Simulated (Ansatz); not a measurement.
Cd₇S₇, a nanocrystal cut from zinc blende CdS (bare). Total charge 0; singlet. Geometry PBE-D4/def2-SVP, basis def2-TZVP, Ansatz.

```csv
run,HOMO (eV),LUMO (eV)
A,-7.20,-3.49
B,-5.52,-4.67
C,-6.32,-4.12
D,-5.31,-4.68
E,-8.80,-2.29
F,-5.94,-4.47
```

In the def2 sets Cd takes a core potential; there is no spin–orbit coupling. LC-ωPBE has ω = 0.4 bohr⁻¹. HSE06 is defined as in plane-wave codes, on full-range PBE exchange. Single mean-field runs in def2-TZVP are fitted with def2-universal-jkfit.

Task: The runs used BHLYP, HSE06, LC-ωPBE, PBE, PBE0, r2SCAN. Estimate which is which.

Result: A BHLYP (50 % exact exchange); B r2SCAN (0 % exact exchange); C PBE0 (25 % exact exchange); D PBE (0 % exact exchange); E LC-ωPBE (range-separated); F HSE06 (range-separated). Exact exchange lowers occupied and raises empty levels; among semilocal functionals meta-GGAs tend to open the gap a little, and such runs are hard to tell apart. The gap grows from 0.63 eV (PBE) to 6.51 eV (LC-ωPBE).
